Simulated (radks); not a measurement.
The phosphorus ion P4+, configuration [Ne] 3s1. Method: non-relativistic Kohn-Sham, PBE, spin-polarised, spherical densities, point nucleus; open shells are filled with parallel spins first; computed with a radial shooting solver on a logarithmic mesh with Libxc functionals.

Normalised radial functions P(r) = r R(r), r in bohr:

r         2p down
0.009287   0.0087
0.012      0.0142
0.0155     0.0230
0.02002    0.0372
0.02565    0.0586
0.03314    0.0925
0.0428     0.1440
0.05529    0.2198
0.07142    0.3275
0.09226    0.4733
0.1192     0.6587
0.154      0.8750
0.1989     1.0980
0.2569     1.2860
0.3318     1.3842
0.4286     1.3454
0.5537     1.1574
0.7153     0.8587
0.9239     0.5314
1.193      0.2625
1.529      0.1008
1.976      0.0259
2.552      0.0041
3.297      0.0004
4.258      0.0000
5.501      0.0000
7.106      0.0000
9.179      0.0000

2p down: eigenvalue -180.50 eV, 0 radial nodes, <r> = 0.481 bohr, 90 % of the charge inside 0.802 bohr.
